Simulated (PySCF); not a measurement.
What does the PBE0-D3(BJ)/def2-SVP structure of `C#[C][AlH2-][N+]#C` look like in three dimensions?

```
atom  x, y, z in Å
C1    -2.5733   -0.3240   -0.1562
C2    -1.5085    0.2439    0.0368
Al3    0.1690    1.1688    0.3442
N4     1.4182   -0.4139   -0.0922
C5     2.0895   -1.3102   -0.3404
H6    -3.5145   -0.8175   -0.3240
H7     0.6024    1.4115    1.8598
H8     0.6569    2.1830   -0.7857
H9     2.7187   -2.1578   -0.5757
```

Orientation and origin are arbitrary. Atoms count from 1 in this order. Al3 (aluminium bonded to C, N and 2 H) is distorted tetrahedral (angles from 97.1° to 119.6°). The 5 heavy atoms lie in one plane (0.001 Å rms).

Bonds between heavy atoms (Å): C1≡C2 1.222, C2–Al3 1.940, Al3–N4 2.063, N4≡C5 1.147.

Method: PBE0-D3(BJ)/def2-SVP geometry optimisation, gas phase in PySCF 2.14.0.

Point group: Cs (tolerance 0.08 Å). No PBE0-D3(BJ)/def2-SVP frequencies stand behind this structure, so it isn't proved a minimum.

On one thread, Arm Neoverse V1 (aarch64), shared host with 32 logical CPUs at a one-minute load of 31, this took 25 s wall and 0.38 GiB of memory at its peak. That covers the optimisation of the geometry.
